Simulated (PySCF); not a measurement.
How methods differ on the interval between two levels of Ni²⁺

Ni²⁺ [Ar] 3d8 [3F4, M_J = 4] → Ni²⁺ [Ar] 3d7 4p1 [5G6, M_J = 6], as a difference of total energies. Calculation: PySCF 2.14, in x2c-SVPall-2c with one added diffuse shell each of s, d type (6s5p4d1f, 48 functions); the two-component X2C-1e Hamiltonian. Correlated levels: [Ne] frozen; the 6 highest virtual spinors dropped. "Screened" scales the spin-orbit matrix elements by Boettger's factors to mimic the two-electron term; Breit and QED terms are absent.

```
                    method  interval between two levels (cm⁻¹)
           GHF (spin-free)                              101760
          GMP2 (spin-free)                              113600
 GHF (screened spin-orbit)                              101910
GMP2 (screened spin-orbit)                              113760
```

The labels give the starting determinants; with spin-orbit coupling the two ends relaxed to ⟨J²⟩ = 20.01, ⟨L²⟩ = 12.01, ⟨S²⟩ = 2.00 and ⟨J²⟩ = 42.00, ⟨L²⟩ = 20.03, ⟨S²⟩ = 5.99.
